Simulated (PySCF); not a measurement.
# Computed spin Hamiltonian

Compound: C8H9F2 (doublet state).
Cartesian coordinates in Å at the PBE0-D3(BJ)/def2-SVP level; atoms count from 1:
```xyz
19
C8H9F2 angstrom
F      1.0277   -0.8501    2.4670
C      1.7449   -0.7363    1.3062
F      2.1833   -1.9820    1.0002
C      0.9095   -0.1964    0.2168
C      0.5548    1.2523    0.0481
C     -0.7810    1.1376   -0.7490
C     -1.7730    0.4904    0.1982
C     -1.3912   -0.7847    0.3676
C     -0.1518   -1.0055   -0.4954
C     -0.4613   -0.0552   -1.6655
H      2.6230   -0.1035    1.5285
H      1.3211    1.8000   -0.5316
H      0.4288    1.7842    1.0064
H     -1.1012    2.0706   -1.2309
H     -2.5626    1.0186    0.7354
H     -1.7844   -1.5101    1.0813
H      0.1182   -2.0445   -0.7171
H      0.4042    0.1164   -2.3251
H     -1.3287   -0.3834   -2.2563
```

The hyperfine couplings belong to this conformer and change with its torsions.

The species is `FC(F)[C]1C[C@@H]2C=C[C@H]1C2` [radical].

Method used: UKS B3LYP, IGLO-III on C F, pcH-1 on H, non-relativistic, mean-field spin-orbit, GIAO in PySCF. The structure is a single PBE0-D3(BJ)/def2-SVP conformer in the gas phase; no vibrational or solvent corrections. The SCF solution wasn't tested for stability.

* g1, g2, g3: 2.00218, 2.00237, 2.00281
* g_iso: 2.00245
* Form of g: rhombic: the two nearest values differ by 31 % of g3 − g1
* ⟨S²⟩: 0.7549 (exact 0.7500)
* Total energy: -510.06745 Eh
* Basis functions: 440

Isotropic coupling and dipolar principal values T1 to T3, in mT (MHz turned into mT with g_iso):

```tsv
atom	isotope	a_iso	T1	T2	T3	Mulliken spin population
F1	19F	8.95	-3.28	-3.11	6.39	0.03
C2	13C	-0.32	-0.10	-0.02	0.12	-0.01
F3	19F	0.85	-1.02	-0.76	1.78	0.00
C4	13C	4.14	-2.69	-2.67	5.36	0.95
C5	13C	-0.68	-0.07	0.00	0.07	-0.09
C6	13C	-0.07	-0.05	-0.02	0.07	0.00
C7	13C	0.22	-0.25	-0.20	0.46	0.09
C8	13C	1.82	-0.32	-0.05	0.37	-0.01
C9	13C	-0.65	-0.09	-0.01	0.10	-0.06
C10	13C	0.19	-0.12	-0.07	0.19	0.02
H11	1H	0.47	-0.24	-0.12	0.36	0.01
H12	1H	3.21	-0.19	-0.13	0.32	0.04
H13	1H	2.33	-0.15	-0.10	0.25	0.03
H14	1H	-0.03	-0.07	-0.03	0.10	0.00
H15	1H	-0.09	-0.15	-0.03	0.18	0.00
H16	1H	0.21	-0.11	-0.04	0.15	0.01
H17	1H	0.42	-0.16	-0.14	0.30	0.01
H18	1H	0.03	-0.16	-0.08	0.24	0.00
H19	1H	0.17	-0.08	-0.06	0.14	0.00
```

Largest spin populations (Mulliken): C4 (+0.95), C7 (+0.09), C5 (-0.09) and C9 (-0.06). No atom but C4 exceeds +0.15. The positive populations add up to 1.18 and the negative ones to -0.18, together 2S = 1. The angles at C4 add up to 355.4°, so it is nearly planar.

Axes: g3 points within 10° of the C2–C4 bond.

Under fast tumbling the dipolar parts average out, and these isotropic splittings remain (the largest six): 1 × 19F (F1, I = 1/2, 2 lines) with 8.95 mT, 1 × 1H (H12, I = 1/2, 2 lines) with 3.21 mT, 1 × 1H (H13, I = 1/2, 2 lines) with 2.33 mT, 1 × 19F (F3, I = 1/2, 2 lines) with 0.85 mT, 1 × 1H (H11, I = 1/2, 2 lines) with 0.47 mT and 1 × 1H (H17, I = 1/2, 2 lines) with 0.42 mT.

The 13C coupling of C4 (115.9 MHz) shows only in satellite lines or after enrichment, since that isotope makes up about 1.07 % of natural carbon.

β density exceeds α density at some nuclei, such as C5 (-0.0170), C9 (-0.0161) and C2 (-0.0079), spin density in bohr⁻³. In a single determinant that takes different orbitals for the two spins, that is spin polarisation.
